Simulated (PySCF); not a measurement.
# KMg: input and log

State: ⁴Π (quartet), unpaired electrons σ ↑↑, π ↑, a second solution, started from another occupation.

An equivalent input (the run itself took its basis sets from the Basis Set Exchange, started from a PBE0 density and held the occupation σ 10α 8β, πx 4α 3β, πy 3α 3β):

```python
from pyscf import gto, dft
mol = gto.M(atom='K 0 0 0; Mg 0 0 3.931', basis={'K': 'aug-pcseg-1', 'Mg': 'aug-pcseg-1'},
            charge=0, spin=3, verbose=4, symmetry='C2v')
mf = dft.UKS(mol, xc='PBE0')
mf.grids.atom_grid = (80, 434)
mf.grids.prune = dft.gen_grid.treutler_prune
mf.irrep_nelec = {'A1': (10, 8), 'B1': (4, 3), 'B2': (3, 3)}
mf.conv_tol = 1e-9
mf.max_cycle = 60
mf.diis_space = 10
mf.kernel()
```

The log (some set-up lines and the per-cycle HOMO/LUMO lines removed):

```
******** <class 'pyscf.dft.uks_symm.SymAdaptedUKS'> ********
method = SymAdaptedUKS
damping factor = 0
level_shift factor = 0
DIIS = <class 'pyscf.scf.diis.CDIIS'>
diis_start_cycle = 1
diis_space = 10
diis_damp = 0
SCF conv_tol = 1e-09
SCF conv_tol_grad = None
SCF max_cycles = 60
number electrons alpha = 17  beta = 14
Set gradient conv threshold to 3.16228e-05
init E= -799.538288640688
cycle= 1 E= -799.539877137503  delta_E= -0.00159  |g|= 0.000829  |ddm|= 0.0295
cycle= 2 E= -799.539880582904  delta_E= -3.45e-06  |g|= 0.000795  |ddm|= 0.00945
cycle= 3 E= -799.539881304936  delta_E= -7.22e-07  |g|= 0.000178  |ddm|= 0.00181
cycle= 4 E= -799.539881630712  delta_E= -3.26e-07  |g|= 8.61e-05  |ddm|= 0.00234
cycle= 5 E= -799.539881713327  delta_E= -8.26e-08  |g|= 2.76e-05  |ddm|= 0.00157
cycle= 6 E= -799.539881719461  delta_E= -6.13e-09  |g|= 6.14e-06  |ddm|= 0.000408
cycle= 7 E= -799.539881719712  delta_E= -2.51e-10  |g|= 1.18e-06  |ddm|= 0.000108
Extra cycle  E= -799.539881719724  delta_E= -1.17e-11  |g|= 6.01e-07  |ddm|= 1.21e-05
converged SCF energy = -799.539881719724  <S^2> = 3.750054  2S+1 = 4.000027
```

Repeating this along the bond gives Re = 3.753 Å and ωe = 105 cm⁻¹.

A point of this curve took 0.63 CPU seconds beside 0.1 for the integrals (shared host).
